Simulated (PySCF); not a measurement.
Computed shifts of a molecule C2H7ClSi, PBE/pcSseg-1 (PySCF), GIAO, gas phase, atoms alike by connectivity averaged where their shifts nearly agree, in ppm (number of nuclei): ²⁹Si: 24.7 (1). ¹³C: 5.3 (2). ¹H: 5.65 (1), 0.74 (6). References: ²⁹Si against TMS (σ = 335.4 ppm); ¹³C against TMS (σ = 182.0 ppm); ³⁵Cl against HCl (σ = 936.5 ppm); ¹H against TMS (σ = 31.49 ppm), references at their B3LYP-D3(BJ)/def2-TZVP geometries, non-relativistic (without spin–orbit terms, shifts of atoms bonded to Cl or Br come out too high). Geometry: B3LYP-D3(BJ)/def2-SVP. The values are those of a single conformer.

Task: Which structure fits?
(A) C[SiH](C)Cl
(B) CC[SiH2]Cl
(C) [SiH3]CCCl

Result: A, C[SiH](C)Cl
